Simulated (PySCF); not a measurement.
## Cl: excitation energy

Cl [Ne] 3s2 3p5 (2P) → Cl [Ne] 3s1 3p6 (2S), as a difference of total energies. Computed with PySCF 2.14 in dyall-av3z (19s12p3d2f, 84 functions), with no relativity, point nucleus. Correlated levels: valence: [Ne] frozen; virtual orbitals above 40 to 60 times the deepest correlated orbital energy dropped. The calculations carry no spin-orbit coupling.

| method | excitation energy (eV) | error (eV) |
| --- | --- | --- |
| UHF | 15.406 | +4.820 |
| MP2 (valence) | 13.024 | +2.438 |
| SCS-MP2 (valence) | 12.789 | +2.203 |
| CCSD (valence) | 11.729 | +1.143 |
| CCSD(T) (valence) | 10.837 | +0.251 |

Reference: 10.586 eV (measured; NIST levels, between the centres of gravity of the two terms).

Errors of the correlated levels include the incompleteness of this basis and the frozen core.

The coupled-cluster amplitudes are large for the upper state (T1 above 0.03 or a double amplitude above 0.15), so a single reference is strained.
